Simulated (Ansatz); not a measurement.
Ansatz (an electronic-structure program) input file for H₂MoO₂S₂, SMILES [OH][Mo](=[S])([OH])=[S], multiplicity 1, PBE-D3(BJ)/def2-SVP. 

Ansatz 0.2 input:
```yaml
crystal:
  periodic: [false, false, false]
  atoms:
    - {symbol: Mo, position_ang: [-0.00000000, -0.00000000, 0.23307438]}
    - {symbol: S, position_ang: [-1.69611448, 0.00000000, -1.01928421]}
    - {symbol: S, position_ang: [1.69611450, 0.00000000, -1.01928418]}
    - {symbol: O, position_ang: [-0.00000001, 1.51083959, 1.29424740]}
    - {symbol: H, position_ang: [-0.00000001, 2.44617351, 1.06000598]}
    - {symbol: O, position_ang: [-0.00000001, -1.51083959, 1.29424740]}
    - {symbol: H, position_ang: [-0.00000001, -2.44617351, 1.06000597]}
basis:
  gaussian:
    orbitals: def2-SVP
hamiltonian:
  xc: pbe
  dispersion: d3bj
relax: {f_tol: 0.002, max_steps: 200}
```

Program output:

```
WARN ansatz: RAYON_NUM_THREADS=1 ignored (pool sized by the plan → 1); use --threads N
Functional definition: PBE
integrals: 0.05 GiB planned
1115 factors; their error is unknown
mean field: 0.29 GiB planned
mean field evaluation 1: about -27624.6598 eV, gradient 7.7e1 eV
mean field evaluation 2: about -27419.1903 eV, gradient 2.7e2 eV
mean field evaluation 4: about -27599.1486 eV, gradient 1.3e2 eV
mean field evaluation 8: about -27635.6027 eV, gradient 4.8e-1 eV
mean field evaluation 16: about -27635.5443 eV, gradient 1.9e-3 eV
mean field -27635.54430220 eV, -1015.5875210612 hartree, gradient 1.4e-5 eV, S^2 0.000000; 0 other end points of the search recorded, 0 dependent functions left out
the calculation of the forces begins
reference -27635.54437140 eV, -1015.5875236044 hartree; 32, 32 occupied and 73, 73 virtual orbitals, 1115 factors
relax step   1: F+E_penalty+E_count = -27635.78436160 eV  Δ(F+E_penalty+E_count) = +0.000e0 eV  max|allowed force component| = 6.526e-1 eV/Å  Δτ_max = 0.0000 Å  (33 SCF iters, accepted)
these checks for a lower state are left out or cut short: starts, cluster_reference, orbital_swaps, neighbouring_geometries, increment
integrals: 0.05 GiB planned
1115 factors; their error is unknown
mean field: 0.29 GiB planned
mean field -27635.57932479 eV, -1015.5888081175 hartree, gradient 2.0e-5 eV, S^2 0.000000; 0 other end points of the search recorded, 0 dependent functions left out
the calculation of the forces begins
reference -27635.57939396 eV, -1015.5888106596 hartree; 32, 32 occupied and 73, 73 virtual orbitals, 1115 factors
relax step   2: F+E_penalty+E_count = -27635.81607422 eV  Δ(F+E_penalty+E_count) = -3.171e-2 eV  max|allowed force component| = 5.058e-1 eV/Å  Δτ_max = 0.0403 Å  (34 SCF iters, accepted)
these checks for a lower state are left out or cut short: starts, cluster_reference, orbital_swaps, neighbouring_geometries, increment
integrals: 0.05 GiB planned
1115 factors; their error is unknown
mean field: 0.29 GiB planned
mean field evaluation 32: about -27635.5850 eV, gradient 1.2e-1 eV
mean field -27635.58500360 eV, -1015.5890168098 hartree, gradient 2.0e-5 eV, S^2 0.000000; 0 other end points of the search recorded, 0 dependent functions left out
the calculation of the forces begins
reference -27635.58507275 eV, -1015.5890193513 hartree; 32, 32 occupied and 73, 73 virtual orbitals, 1115 factors
relax step   3: F+E_penalty+E_count = -27635.82255588 eV  Δ(F+E_penalty+E_count) = -6.482e-3 eV  max|allowed force component| = 1.242e-1 eV/Å  Δτ_max = 0.0125 Å  (34 SCF iters, accepted)
these checks for a lower state are left out or cut short: starts, cluster_reference, orbital_swaps, neighbouring_geometries, increment
integrals: 0.05 GiB planned
1115 factors; their error is unknown
mean field: 0.29 GiB planned
mean field -27635.58560247 eV, -1015.5890388180 hartree, gradient 2.0e-5 eV, S^2 0.000000; 0 other end points of the search recorded, 0 dependent functions left out
the calculation of the forces begins
reference -27635.58567164 eV, -1015.5890413601 hartree; 32, 32 occupied and 73, 73 virtual orbitals, 1115 factors
relax step   4: F+E_penalty+E_count = -27635.82335063 eV  Δ(F+E_penalty+E_count) = -7.948e-4 eV  max|allowed force component| = 4.946e-2 eV/Å  Δτ_max = 0.0074 Å  (34 SCF iters, accepted)
these checks for a lower state are left out or cut short: starts, cluster_reference, orbital_swaps, neighbouring_geometries, increment
integrals: 0.05 GiB planned
1115 factors; their error is unknown
mean field: 0.29 GiB planned
mean field -27635.58616976 eV, -1015.5890596656 hartree, gradient 2.2e-5 eV, S^2 0.000000; 0 other end points of the search recorded, 0 dependent functions left out
the calculation of the forces begins
reference -27635.58623899 eV, -1015.5890622096 hartree; 32, 32 occupied and 73, 73 virtual orbitals, 1115 factors
relax step   5: F+E_penalty+E_count = -27635.82428639 eV  Δ(F+E_penalty+E_count) = -9.358e-4 eV  max|allowed force component| = 4.203e-2 eV/Å  Δτ_max = 0.0175 Å  (35 SCF iters, accepted)
these checks for a lower state are left out or cut short: starts, cluster_reference, orbital_swaps, neighbouring_geometries, increment
integrals: 0.05 GiB planned
1115 factors; their error is unknown
mean field: 0.29 GiB planned
mean field -27635.58616276 eV, -1015.5890594085 hartree, gradient 7.6e-6 eV, S^2 0.000000; 0 other end points of the search recorded, 0 dependent functions left out
the calculation of the forces begins
reference -27635.58623202 eV, -1015.5890619535 hartree; 32, 32 occupied and 73, 73 virtual orbitals, 1115 factors
relax step   6: F+E_penalty+E_count = -27635.82443456 eV  Δ(F+E_penalty+E_count) = -1.482e-4 eV  max|allowed force component| = 4.149e-2 eV/Å  Δτ_max = 0.0088 Å  (35 SCF iters, accepted)
these checks for a lower state are left out or cut short: starts, cluster_reference, orbital_swaps, neighbouring_geometries, increment
integrals: 0.05 GiB planned
1115 factors; their error is unknown
mean field: 0.29 GiB planned
mean field evaluation 64: about -27635.5863 eV, gradient 1.2e-1 eV
mean field -27635.58629238 eV, -1015.5890641717 hartree, gradient 2.3e-5 eV, S^2 0.000000; 0 other end points of the search recorded, 0 dependent functions left out
the calculation of the forces begins
reference -27635.58636166 eV, -1015.5890667177 hartree; 32, 32 occupied and 73, 73 virtual orbitals, 1115 factors
relax step   7: F+E_penalty+E_count = -27635.82448517 eV  Δ(F+E_penalty+E_count) = -5.061e-5 eV  max|allowed force component| = 2.340e-2 eV/Å  Δτ_max = 0.0038 Å  (35 SCF iters, accepted)
these checks for a lower state are left out or cut short: starts, cluster_reference, orbital_swaps, neighbouring_geometries, increment
integrals: 0.05 GiB planned
1115 factors; their error is unknown
mean field: 0.29 GiB planned
mean field -27635.58631816 eV, -1015.5890651190 hartree, gradient 8.8e-6 eV, S^2 0.000000; 0 other end points of the search recorded, 0 dependent functions left out
the calculation of the forces begins
reference -27635.58638742 eV, -1015.5890676646 hartree; 32, 32 occupied and 73, 73 virtual orbitals, 1115 factors
relax step   8: F+E_penalty+E_count = -27635.82452496 eV  Δ(F+E_penalty+E_count) = -3.979e-5 eV  max|allowed force component| = 3.689e-4 eV/Å  Δτ_max = 0.0023 Å  (26 SCF iters, accepted)
integrals: 0.05 GiB planned
1115 factors; their error is unknown
mean field: 0.29 GiB planned
mean field evaluation 96: about -27635.5863 eV, gradient 6.2e-5 eV
mean field -27635.58631816 eV, -1015.5890651190 hartree, gradient 8.8e-6 eV, S^2 0.000000; 1 other end points of the search recorded, 0 dependent functions left out
the calculation of the forces begins
reference -27635.58638742 eV, -1015.5890676646 hartree; 32, 32 occupied and 73, 73 virtual orbitals, 1115 factors
Total energy: -27635.82459423 eV, -1015.5978216031 hartree
Atom 0 at    -0.000000    -0.000000     0.247714 Å, force    -0.000000     0.000000     0.000002 eV/Å
Atom 1 at    -1.715880     0.000000    -1.022316 Å, force     0.000091     0.000000    -0.000160 eV/Å
Atom 2 at     1.715880     0.000000    -1.022316 Å, force    -0.000091     0.000000    -0.000160 eV/Å
Atom 3 at    -0.000000     1.528917     1.319332 Å, force     0.000000     0.000369     0.000027 eV/Å
Atom 4 at    -0.000000     2.460879     1.030634 Å, force     0.000000     0.000026     0.000132 eV/Å
Atom 5 at    -0.000000    -1.528917     1.319332 Å, force    -0.000000    -0.000369     0.000027 eV/Å
Atom 6 at    -0.000000    -2.460879     1.030634 Å, force    -0.000000    -0.000026     0.000132 eV/Å
Dipole moment:     0.000000     0.000000     0.232706 e Å
```

Self-consistency was reached.

Cost: about 25 core-seconds (a rough figure).
